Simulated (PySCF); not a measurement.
Stepwise substitution at one centre (B F-CH3). All species are isolated molecules in the gas phase. Strings in code marks are SMILES.

The four lowest singlet excitations (Tamm–Dancoff). These are TPSSh-D3(BJ)/def2-TZVP // PBE0-D3(BJ)/def2-TZVP in PySCF values and carry that method's errors. Excitations are Tamm–Dancoff values on a coarser integration grid. The basis has no diffuse functions, so Rydberg states are missing or too high.

```csv
state,energy (eV),wavelength (nm),oscillator strength
S1,8.71,142,0.028
S2,9.41,132,0.087
S3,9.48,131,0.002
S4,10.29,120,0.001
```

### Question
Name which member gives these states.
A) `CB(F)F`
B) `CB(C)C`
C) `CB(C)F`

### Answer
A, `CB(F)F`
